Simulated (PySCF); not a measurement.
# Stretching SbF

Set-up: Sb cc-pVTZ-PP with ECP28, F cc-pVTZ; scalar-relativistic core potentials (PySCF 2.14). Energies in eV from Sb + F in their ground configurations at the same level. State: ³Σ⁻ (triplet), unpaired electrons π ↑↑.

All columns are PBE0. A positive dipole means Sb(−)F(+).

| R (Å) | E (eV) | μ (D) | Mulliken charge on Sb (basis-dependent) | HOMO (eV) | LUMO (eV) | Mayer bond order | ⟨S²⟩ |
| --- | --- | --- | --- | --- | --- | --- | --- |
| 1.664 | -2.700 | -0.75 | 0.28 | -5.86 | -2.29 | 1.10 | 2.00 |
| 1.742 | -3.453 | -1.22 | 0.32 | -6.01 | -2.44 | 1.06 | 2.00 |
| 1.819 | -3.853 | -1.68 | 0.36 | -6.17 | -2.58 | 1.02 | 2.00 |
| 1.877 | -3.990 | -2.02 | 0.38 | -6.28 | -2.68 | 0.99 | 2.00 |
| 1.935 | -4.026 | -2.35 | 0.41 | -6.39 | -2.79 | 0.97 | 2.00 |
| 1.993 | -3.985 | -2.68 | 0.43 | -6.49 | -2.89 | 0.94 | 2.00 |
| 2.071 | -3.847 | -3.10 | 0.45 | -6.63 | -3.01 | 0.91 | 2.00 |
| 2.167 | -3.584 | -3.60 | 0.47 | -6.79 | -3.16 | 0.89 | 2.00 |
| 2.283 | -3.198 | -4.17 | 0.49 | -6.97 | -3.32 | 0.86 | 2.01 |
| 2.438 | -2.642 | -4.84 | 0.50 | -7.18 | -3.54 | 0.83 | 2.01 |

A fit through these points gives, at Re = 1.930 Å, μ = -2.32 D and dμ/dR = -5.68 D/Å; the reduced mass is 16.42 u.

**Question.** How strong is the fundamental in the double-harmonic approximation, I = 42.26·(dμ/dR)²/μred km/mol?

**Answer.** I = 42.26·(-5.68)²/16.42 = 83.0 km/mol at PBE0.

Spin–orbit coupling is left out, which matters for elements this heavy, above all for dissociation energies. The state was picked by a PBE0 search and need not be the measured ground state.
